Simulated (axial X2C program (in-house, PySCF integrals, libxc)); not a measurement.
**CsMg at several levels of theory**

All values were computed with an axial X2C code built on PySCF integrals. Spin-free means the one-electron spin-free X2C Hamiltonian; two-component (2c) means X2C with spin–orbit coupling and atomic mean-field two-electron Coulomb and Gaunt terms, so the difference of the two also holds small scalar two-electron terms. Basis: Cs dyall-cv3z [15s15p9d4f1g], Mg dyall-cv3z [9s8p6d3f] (cores contracted in-house); Gaussian nuclei, density fitting, unrestricted open shells. Masses: Cs 132.905 u, Mg 23.985 u.

The run was started with this input:
```json
{
 "zs": [
  55,
  12
 ],
 "q": 0,
 "bas": [
  "dyall-cv3z",
  "dyall-cv3z"
 ],
 "levels": [
  "PBE0",
  "HF",
  "r2SCAN0"
 ],
 "cc": true,
 "r0": 3.71,
 "thr": -2.0,
 "nmax": 90,
 "npts": 10,
 "nst": 2,
 "ntry": 6
}
```
```bash
python so2c.py task.json out
```

Keys: zs atomic numbers; q charge; bas basis sets; levels methods; cc coupled cluster on or off; r0 starting distance in Å; thr threshold in hartree for freezing inner shells (an s shell follows its p shell); nmax most natural virtual spinors; npts points on the curve; nst determinants followed; ntry starts of the search. HF also brings MP2.

State, spin-free: M_S = 1/2, Λ = 0 (beyond evenly filled blocks: σα); electrons by block: σα: 16, σβ: 15, π+α: 7, π+β: 7, π-α: 7, π-β: 7, δ+α: 2, δ+β: 2, δ-α: 2, δ-β: 2. Fragments: Cs + Mg.

State, 2c: Ω = 1/2 (⟨Sz⟩ = 0.50, ⟨Lz⟩ = 0.00 at PBE0); electrons by block: 1/2: 23, -1/2: 22, 3/2: 9, -3/2: 9, 5/2: 2, -5/2: 2. Fragments: Cs + Mg.

```csv
Hamiltonian,level,Re (Å),ωe (cm⁻¹),ωexe (cm⁻¹),αe (cm⁻¹),De (eV),k (mdyn/Å),μ (D)
spin-free,PBE0,4.307,62.3,0.776,0.000559,0.145,0.0465,-2.42
spin-free,CCSD(T),4.590,39.4,n/a,0.000924,0.084,0.0186,n/a
spin-free,r2SCAN0,4.360,60.4,0.735,0.000546,0.154,0.0436,-2.98
2c,PBE0,4.306,62.3,0.776,0.000559,0.145,0.0465,-2.42
2c,CCSD(T),4.592,39.6,0.875,0.000901,0.083,0.0188,n/a
2c,r2SCAN0,4.358,60.4,0.734,0.000547,0.154,0.0436,-2.97
```

Correlated methods: 11 electrons correlated (number of frozen shells: Cs 4 s, 3 p, 2 d; Mg 2 s, 1 p), 341 virtual spin orbitals or spinors in MP2, 90 natural virtuals in coupled cluster.

Dipoles are positive if Mg is the positive end.

The state is a single determinant with fixed occupations, the lowest that a limited PBE0 search found. Dissociation energies refer to the lowest single-determinant-based atoms at the same level and basis. Density functionals use the spin component along the axis (collinear). Coupled cluster ran in a truncated set of natural virtual spinors; the MP2 energy of the rest was added. (T) has no such correction and the atoms are truncated less, which lowers De at CCSD(T) by a hundredth of an eV or more.

No reliable constants came from CCSD (2c), CCSD (spin-free), HF (2c), HF (spin-free), MP2 (2c), MP2 (spin-free): no minimum in range, unconverged points, a curve that is not smooth, a change of character along it, or the two Hamiltonians disagreeing along it.

Rough cost a point (2c) on 1 thread(s) of a shared host, integrals apart: PBE0 0.9 s, CCSD(T) 6 s, r2SCAN0 1.4 s.

The whole task took 3.1 min on 1 thread of Arm Neoverse V1, on a shared host.
